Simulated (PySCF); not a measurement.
Computed properties of Si(H)(F)(Br)(Me) (CH4BrFSi), SMILES C[SiH](F)Br

Si(H)(F)(Br)(Me) (CH4BrFSi), SMILES C[SiH](F)Br. The structure is a stationary point at PBE0-D3(BJ)/def2-SVP. The values are those of a single conformer. All values are computed for the isolated molecule unless a solvent is named; none is compared with measurement here.

**Structure.** All 18 harmonic modes at PBE0-D3(BJ)/def2-SVP (PySCF) are real, so it is a minimum. With heavy atoms numbered as in [SiH:1]([CH3:2])([F:3])[Br:4], the shortest bond between them is Si1–F3 at 1.622 Å and the longest Si1–Br4 at 2.218 Å.

**Vibrations.** The strongest infrared lines (harmonic, unscaled, degenerate partners summed) lie at 880 cm⁻¹ (188 km/mol, H 71 %, C 12 %, Si 10 %), 939 cm⁻¹ (186 km/mol, Si 40 %, H 28 %, F 28 %), 2287 cm⁻¹ (109 km/mol, H 97 %). The softest mode is at 156 cm⁻¹ and the zero-point energy is 31.3 kcal/mol.

**Electronic structure.** M06-2X/def2-TZVP (PySCF) places the frontier levels at -9.72 and 1.23 eV, a gap of 10.95 eV, and gives a dipole moment of 2.23 D and a mean polarisability of 54.4 bohr³. PBE/def2-TZVP (PySCF) at the same geometry gives -7.22 and -0.46 eV, so its gap is 4.19 eV narrower. An orbital gap is neither the optical nor the fundamental gap.

**Excitations.** TDA-PBE0/def2-SVPD (PySCF) has S1 at 7.27 eV (170 nm, f = 0.033, weak); the most intense of the 10 singlets computed lies at 8.07 eV (f = 0.06). T1 (TDA) is at 6.77 eV, 0.50 eV under S1. TDA-PBE/def2-SVPD (PySCF) puts S1 at 6.76 eV. No vertical singlet excitation falls in the visible range (under 3.1 eV).

**NMR.** GIAO shifts at HF/pcSseg-1 (PySCF) (non-relativistic, atoms alike by connectivity averaged): ¹³C at 5.8 ppm against TMS; ¹H from 1.0 to 5.4 ppm against TMS; ²⁹Si at 15.6 ppm against TMS; ¹⁹F at -128.9 ppm against CFCl3. Without spin–orbit terms, shifts of atoms bonded to Cl or Br come out too high.
